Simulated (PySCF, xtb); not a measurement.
C3H7FOSi, SMILES C/C(=C\F)[SiH2]O.

Coordinates come from a PBE0-D3(BJ)/def2-SVP optimisation. The structure was generated by enumeration; whether it is a known compound was not checked. Other conformers were not sampled.

These are PySCF with IEF-PCM-ωB97X/def2-SVP values and carry that method's errors.

The values are the electrostatic part of the solvation free energy, E(continuum) − E(gas) at the gas-phase geometry, in a cavity of scaled van der Waals radii (PySCF's table); cavitation and dispersion terms are not included. In vacuum the orbital gap is 12.00 eV. The dipole moment in vacuum is 1.41 D.

### Question
Estimate the values in water (ε = 78.36), ethanol (ε = 24.85), cyclohexanone (ε = 15.62). (The exact figures need the calculation; the answer reports its results.)

### Answer

```csv
solvent,ε,ΔG(elec) (kcal/mol),dipole (D),gap (eV)
water,78.36,-4.9,1.77,12.03
ethanol,24.85,-4.6,1.75,12.03
cyclohexanone,15.62,-4.4,1.73,12.02
```

For comparison, GFN2-xTB/ALPB(water) (xtb, at the GFN2-xTB geometry, all terms of that model) gives -5.2 kcal/mol.
